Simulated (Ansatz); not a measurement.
Consider the substitution at a C–Sn bond: `c1cc[c]([SnH2][c]2ccccc2)cc1` + HI → `Ic1ccccc1` + `[SnH3][c]1ccccc1`.

Program: Ansatz. Geometries: PBE0-D4/def2-TZVP. ΔE: electronic, gas phase. CCSD(T)/CBS is the MP2 limit (def2-TZVPP, def2-QZVPP) plus CCSD(T) − MP2 in def2-TZVPP, frozen cores. Functionals use def2-TZVPP. B3LYP here is the variant with VWN-RPA as its local correlation; programs differ in this. Elements past krypton have def2 core potentials. For I, Sn outer-core shells are correlated without core-valence functions, which leaves a few kJ/mol of doubt a bond. Each species was taken in one conformer, which may not be the lowest.

`c1cc[c]([SnH2][c]2ccccc2)cc1`:

Cartesian coordinates in Å:
```
C 1.078 2.810 -2.767
C 1.715 1.779 -2.091
C 1.164 1.270 -0.924
C -0.028 1.783 -0.415
Sn -0.865 0.979 1.373
C -0.548 -1.129 1.333
C -0.613 -1.824 0.126
C -0.403 -3.195 0.084
C -0.124 -3.890 1.252
C -0.053 -3.211 2.459
C -0.262 -1.839 2.497
C -0.659 2.814 -1.107
C -0.110 3.327 -2.275
H 1.507 3.208 -3.680
H 2.643 1.369 -2.474
H 1.672 0.457 -0.413
H -2.528 1.384 1.406
H -0.112 1.601 2.778
H -0.822 -1.294 -0.799
H -0.457 -3.721 -0.862
H 0.040 -4.961 1.220
H 0.169 -3.750 3.373
H -0.196 -1.323 3.450
H -1.594 3.227 -0.740
H -0.614 4.130 -2.802
```

HI:

Z-matrix (Å, degrees):
```
I
H 1 1.610
```

`Ic1ccccc1`:

Z-matrix (Å, degrees):
```
C
C 1 1.387
C 1 1.387 2 121.0
I 1 2.087 2 119.5 3 -180.0
C 2 1.387 1 119.2 3 0.0
H 2 1.083 1 120.4 3 180.0
C 3 1.387 1 119.2 2 0.0
H 3 1.083 1 120.4 2 180.0
C 5 1.387 2 120.4 1 -0.0
H 5 1.084 2 119.3 1 180.0
H 7 1.084 3 119.3 1 -180.0
H 9 1.084 5 120.1 2 180.0
```

`[SnH3][c]1ccccc1`:

Cartesian coordinates in Å:
```
Sn -0.335 -2.585 -0.445
C -0.072 -0.501 -0.089
C 0.049 0.396 -1.149
C 0.233 1.751 -0.915
C 0.298 2.229 0.385
C 0.177 1.348 1.449
C -0.007 -0.007 1.212
H 1.173 -3.354 -0.678
H -1.109 -3.280 0.909
H -1.283 -2.803 -1.849
H -0.005 0.043 -2.174
H 0.323 2.436 -1.751
H 0.441 3.288 0.569
H 0.224 1.717 2.468
H -0.105 -0.679 2.059
```

```json
{"level": "LDA (SPW92)", "ΔE (kcal/mol)": "4.7", "difference from CCSD(T)/CBS": "-3.1"}
{"level": "revPBE-D4", "ΔE (kcal/mol)": "5.7", "difference from CCSD(T)/CBS": "-2.1"}
{"level": "BLYP-D4", "ΔE (kcal/mol)": "5.9", "difference from CCSD(T)/CBS": "-1.9"}
{"level": "B3LYP-D4", "ΔE (kcal/mol)": "6.5", "difference from CCSD(T)/CBS": "-1.3"}
{"level": "BHLYP-D4", "ΔE (kcal/mol)": "7.4", "difference from CCSD(T)/CBS": "-0.4"}
{"level": "B2PLYP", "ΔE (kcal/mol)": "5.9", "difference from CCSD(T)/CBS": "-1.9"}
{"level": "PBE", "ΔE (kcal/mol)": "4.1", "difference from CCSD(T)/CBS": "-3.7"}
{"level": "revPBE", "ΔE (kcal/mol)": "3.8", "difference from CCSD(T)/CBS": "-4.0"}
{"level": "r2SCANh", "ΔE (kcal/mol)": "5.4", "difference from CCSD(T)/CBS": "-2.4"}
{"level": "BHLYP", "ΔE (kcal/mol)": "5.8", "difference from CCSD(T)/CBS": "-2.0"}
{"level": "CAM-B3LYP", "ΔE (kcal/mol)": "5.6", "difference from CCSD(T)/CBS": "-2.2"}
{"level": "CCSD/def2-SVP", "ΔE (kcal/mol)": "8.7", "difference from CCSD(T)/CBS": "0.9"}
{"level": "CCSD(T)/def2-SVP", "ΔE (kcal/mol)": "8.7", "difference from CCSD(T)/CBS": "0.9"}
{"level": "HF/def2-TZVPP", "ΔE (kcal/mol)": "6.4", "difference from CCSD(T)/CBS": "-1.4"}
{"level": "CCSD(T)/def2-TZVPP", "ΔE (kcal/mol)": "7.9", "difference from CCSD(T)/CBS": "0.1"}
{"level": "HF/CBS(def2)", "ΔE (kcal/mol)": "6.4", "difference from CCSD(T)/CBS": "-1.4"}
{"level": "CCSD(T)/CBS", "ΔE (kcal/mol)": "7.8", "difference from CCSD(T)/CBS": "0"}
```

Largest T1 diagnostic among the species: 0.012.

Leaving LDA and LC-ωPBE aside and taking each functional with its dispersion term where it has one, the values, not all of them listed here, spread over 3.0 kcal/mol, from B97M-V to BHLYP-D4. The D4 term adds +1.8 kcal/mol with B3LYP and +1.3 kcal/mol with PBE0; it sums over pairs of atoms, weighted by their polarisabilities, and B3LYP, whose exchange is more repulsive, gets the larger term.
